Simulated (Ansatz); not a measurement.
C2H9BClNSi (`BN(CC)[SiH2]Cl`) at its PBE0-D4/def2-TZVP geometry, where that method's forces vanish. Total charge 0; spin multiplicity 1.

```tsv
atom	x (Å)	y (Å)	z (Å)
B1	-0.843	-1.235	-1.091
N2	0.044	-0.286	-0.569
C3	-0.452	0.976	0.000
C4	-0.944	0.816	1.425
Si5	1.757	-0.546	-0.600
Cl6	2.526	-0.702	1.305
H7	-0.414	-2.268	-1.516
H8	-2.016	-0.988	-1.113
H9	0.347	1.725	-0.038
H10	-1.259	1.344	-0.638
H11	-1.764	0.095	1.464
H12	-1.308	1.771	1.811
H13	-0.145	0.462	2.079
H14	2.048	-1.798	-1.322
H15	2.422	0.634	-1.198
```

(1) For each bond, give half the difference of the two atoms' forces along it (eV/Å; positive pushes the atoms apart) under PBE-D4, r2SCAN-D4, B3LYP-D4, ωB97M-V in def2-TZVPP. (Estimate.)

Answers

(1) The calculation gave: 
```
   bond  length (Å)  PBE-D4  r2SCAN-D4  B3LYP-D4  ωB97M-V
  B1–N2       1.400    0.07       0.06      0.03     0.08
  B1–H7       1.196   -0.01      -0.07     -0.11    -0.11
  B1–H8       1.199    0.01      -0.07     -0.12    -0.12
  N2–C3       1.470    0.08       0.23      0.23     0.19
 N2–Si5       1.732    0.18      -0.02      0.03     0.01
  C3–C4       1.516    0.00       0.08      0.18     0.16
  C3–H9       1.096    0.08      -0.07     -0.13    -0.12
 C3–H10       1.093    0.09      -0.07     -0.13    -0.13
 C4–H11       1.092    0.10      -0.04     -0.07    -0.07
 C4–H12       1.093    0.10      -0.03     -0.07    -0.08
 C4–H13       1.091    0.10      -0.04     -0.08    -0.07
Si5–Cl6       2.061    0.13       0.04      0.21     0.09
Si5–H14       1.474    0.02      -0.05     -0.14    -0.17
Si5–H15       1.481    0.04      -0.04     -0.13    -0.16
```

B3LYP here is the variant with VWN-RPA as its local correlation; programs differ in this.

Program: Ansatz 0.2.0.
